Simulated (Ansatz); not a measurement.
`CO[Si](O)(Cl)Br` and `CO[Si](O)([SiH3])Br` differ in one atom or group.

Ansatz, PBE0-D4/def2-TZVP geometries, multiplicity 1. Each molecule was computed in one conformer, which needn't be the lowest.

Scalar relativity is left out up to krypton.

```json
{"property": "LUMO energy (B3LYP/def2-TZVPP) / eV", "`CO[Si](O)(Cl)Br`": "-0.08"}
{"property": "LUMO energy (PBE/def2-TZVPP) / eV", "`CO[Si](O)(Cl)Br`": "-0.75"}
{"property": "HOMO energy (PBE/def2-TZVPP) / eV", "`CO[Si](O)(Cl)Br`": "-7.14"}
{"property": "size of the dipole moment (B3LYP/def2-TZVPP) / D", "`CO[Si](O)(Cl)Br`": "2.00"}
{"property": "HOMO–LUMO gap (B3LYP/def2-TZVPP) / eV", "`CO[Si](O)(Cl)Br`": "8.21"}
{"property": "HOMO energy (B3LYP/def2-TZVPP) / eV", "`CO[Si](O)(Cl)Br`": "-8.29"}
```

Question: What does the change do to each property? (Estimate.)

Answer: Ansatz gave: 
| property | `CO[Si](O)([SiH3])Br` | shift |
| --- | --- | --- |
| LUMO energy (B3LYP/def2-TZVPP) / eV | -0.21 | -0.13 |
| LUMO energy (PBE/def2-TZVPP) / eV | -0.90 | -0.15 |
| HOMO energy (PBE/def2-TZVPP) / eV | -6.72 | 0.42 |
| size of the dipole moment (B3LYP/def2-TZVPP) / D | 1.50 | -0.50 |
| HOMO–LUMO gap (B3LYP/def2-TZVPP) / eV | 7.55 | -0.66 |
| HOMO energy (B3LYP/def2-TZVPP) / eV | -7.76 | 0.53 |

With PBE0 the HOMO rises by 0.59 eV and the LUMO falls by 0.27 eV, so the gap narrows by about 0.86 eV. PBE moves the HOMO by 0.42 eV and ωB97M-V by 0.77 eV. Dipoles are sizes alone; their direction can turn.

B3LYP here is the variant with VWN-RPA as its local correlation; programs differ in this.

Spin–orbit coupling is left out; it splits and shifts lone-pair levels of the heavy atoms by tenths of an eV.
